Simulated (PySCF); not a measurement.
Input for PySCF: R-HF/3-21G on H2OSSn (SMILES [OH][Sn][SH]), a point of a torsion scan.

```python
from pyscf import gto, scf, dft, mp
from pyscf.data.elements import chemcore

mol = gto.M(
    atom='''
    O    -1.08577932    0.55715893   -0.75631905
    Sn   -0.19233524   -1.18218607   -0.13270418
    S     2.06550501   -0.24005524   -0.19328818
    H    -1.95789499    0.88681906   -0.55774570
    H     1.64332840    0.93725814   -0.61704558
    ''',
    basis='3-21g',
    charge=0, spin=0, verbose=3, max_memory=1800)
mf = scf.RHF(mol)
mf.conv_tol = 1e-8
mf.max_cycle = 100
mf.kernel()
if not mf.converged:
    mf = mf.newton().run(mf.mo_coeff, mf.mo_occ)
```

The log:

```
converged SCF energy = -6467.5014205273
```

Self-consistency was reached.

Cost: around 0.5 core-seconds (rough).
